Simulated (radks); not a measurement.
Removal energies from neutral rubidium, [Kr] 5s1, by Delta-SCF beside the eigenvalue of the level emptied. All-electron calculation, non-relativistic Kohn-Sham, PBE, spin-polarised, spherical densities, point nucleus. Program: a radial shooting solver on a logarithmic mesh with Libxc functionals. Open shells are filled with parallel spins first.

| removed from | final configuration | Delta-SCF (eV) | -eigenvalue (eV) |
|---|---|---|---|
| 5s | [Kr] | 4.219 | 2.402 |
| 4p | [Ar] 3d10 4s2 4p5 5s1 | 20.845 | 15.942 |
| 4s | [Ar] 3d10 4s1 4p6 5s1 | 36.203 | 30.740 |
| 3d | [Ar] 3d9 4s2 4p6 5s1 | 119.18 | 106.23 |
